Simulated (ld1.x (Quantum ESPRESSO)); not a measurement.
Reading a pseudo-wave (scandium (Sc))

Columns: radius, all-electron u(r) and pseudo u(r) of the 3s shell (level -56.33 eV) of scandium in the configuration [Ne] 3s2 3p6 3d1 4s1 4p1; PBE, scalar-relativistic, ultrasoft scheme, ld1.x (Quantum ESPRESSO) 7.5.

```
r (bohr)  all-electron  pseudo
   0.130       -0.2359  0.2835
   0.260       -0.5418  0.5469
   0.390       -0.1415  0.7723
   0.520        0.3867  0.9459
   0.650        0.7844  1.0595
   0.780        1.0040  1.1112
   0.910        1.0750  1.1050
   1.040        1.0452  1.0500
   1.170        0.9577  0.9590
   1.300        0.8436  0.8462
   1.430        0.7229  0.7254
   1.560        0.6071  0.6083
   1.690        0.5023  0.5024
   1.820        0.4108  0.4108
   1.950        0.3329  0.3329
   2.080        0.2679  0.2679
   2.210        0.2144  0.2144
   2.340        0.1707  0.1707
   2.470        0.1354  0.1354
   2.600        0.1071  0.1071
   2.730        0.0845  0.0845
   2.860        0.0666  0.0666
   2.990        0.0523  0.0523
   3.120        0.0411  0.0411
   3.250        0.0322  0.0322
   3.380        0.0252  0.0252
```

Problem. How many radial nodes do the two functions have?

Solution. The all-electron 3s function has n − l − 1 = 2 (the table is too coarse to show those close to the nucleus); the pseudo-wave has 0, since the states of the same l below it are removed with the core.

Problem. At about which radius was the pseudo-wave matched?

Solution. 1.80 bohr, where the columns begin to agree (steps of 0.13 bohr).

Problem. Where does each function peak?

Solution. Outermost all-electron maximum near 0.91 bohr, pseudo maximum near 0.78 bohr (to the table’s step).

Problem. Is the pseudo-wave norm-conserving?

Solution. No, it belongs to an ultrasoft set: the norm inside the radius is not constrained, and the difference is carried by the augmentation charge.
